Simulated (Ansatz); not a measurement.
The lowest singlet and triplet of ClGa (SMILES [Cl][Ga]); geometries from B3LYP-D3(BJ)/def2-TZVP, each state relaxed from the structure named, with no frequency check.
Singlet (charge 0, multiplicity 1):
```xyz
2

Cl     0.00000     0.00000    -1.44595
Ga     0.00000     0.00000     0.79294
```
Triplet (charge 0, multiplicity 3):
```xyz
2

Cl     0.0000     0.0000    -1.4187
Ga     0.0000     0.0000     0.7780
```

```csv
level,"gap E(singlet) − E(triplet), adiabatic (kcal/mol)",cost
R-HF/def2-SVP,-61.57,-
R-HF/def2-TZVPP,-60.69,-
U-HF/def2-QZVPP,-60.08,-
R-SVWN5/def2-TZVPP,-86.05,×0.7
R-r2SCAN/def2-TZVPP,-77.61,×2
U-r2SCAN/def2-TZVPP,-77.61,×2
R-B3LYP/def2-TZVPP,-84.90,×0.7
U-PBE0/def2-TZVPP,-79.18,×0.9
R-BHLYP/def2-TZVPP,-81.81,×0.6
U-BHLYP/def2-TZVPP,-81.83,×0.8
U-B2PLYP/def2-TZVPP,-82.07,×1
R-MP2/def2-SVP,-73.14,-
U-MP2/def2-SVP,-73.14,-
R-MP2/def2-TZVPP,-74.46,-
U-MP2/def2-TZVPP,-74.46,-
U-MP2/def2-QZVPP,-74.73,-
R-SCS-MP2/def2-SVP,-75.89,-
U-SCS-MP2/def2-SVP,-75.89,-
R-SCS-MP2/def2-TZVPP,-77.61,-
U-SCS-MP2/def2-TZVPP,-77.61,-
R-SCS-MP2/def2-QZVPP,-78.11,-
U-SCS-MP2/def2-QZVPP,-78.11,-
R-CCSD/def2-SVP,-76.43,-
U-CCSD/def2-SVP,-76.43,-
U-CCSD/def2-TZVPP,-76.93,-
U-CCSD/def2-QZVPP,-76.92,-
U-CCSD(T)/def2-SVP,-76.64,×0.7
R-CCSD(T)/def2-TZVPP,-77.24,×1
U-CCSD(T)/def2-TZVPP,-77.24,×2
R-CCSD(T)/def2-QZVPP,-77.30,×7
R-CCSDT/def2-SVP,-76.59,-
R-CCSDT(Q)/def2-SVP,-76.60,×3
R-CCSDT(Q)/def2-TZVPP,-77.16,×40
"SA-CASSCF(2,3)/def2-SVP",-77.19,-
"SC-NEVPT2 on SA-CASSCF(2,3)/def2-SVP",-78.47,-
"FIC-NEVPT4(SD) on SA-CASSCF(2,3)/def2-SVP",-77.60,-
"FIC-NEVPT4(SD) on SA-CASSCF(2,3)/def2-TZVPP",-78.29,-
"FIC-NEVPT4(SD) on SA-CASSCF(2,3)/def2-QZVPP",-78.29,-
"FIC-MRCISD+Q on SA-CASSCF(2,3)/def2-TZVPP",-77.99,-
"FIC-MRCISD+Q on SA-CASSCF(2,3)/def2-QZVPP",-78.10,-
```

The rows run from -86.05 (R-SVWN5/def2-TZVPP) to -60.08 kcal/mol (U-HF/def2-QZVPP). From def2-TZVPP to def2-QZVPP R-CCSD(T) changes by -0.06. The 4 U-functionals in def2-TZVPP without D3 or D4 span 4.46, from U-B2PLYP to U-r2SCAN.

A positive gap puts the triplet lower; no zero-point energy. R- takes a restricted singlet. U- takes an unrestricted singlet (broken symmetry where lower, unprojected). The triplet is unrestricted in single-reference levels. Active spaces average the two states.

Correlated levels freeze the cores. Filled d and f shells under p-block atoms count as core.

Programs: Ansatz (Gaussian orbitals). 

Costs are rough ratios of core time to R-PBE/def2-TZVPP (about 8 s over the structures, on one shared machine); a dash marks a level with no comparable run of its own. 

Measured: 1Σ+ below A 3Π0+ by 29527.2 cm-1 = 84.4 kcal/mol (between the minima) [Huber and Herzberg (1979), NIST Chemistry WebBook].

Ansatz is an electronic-structure program.
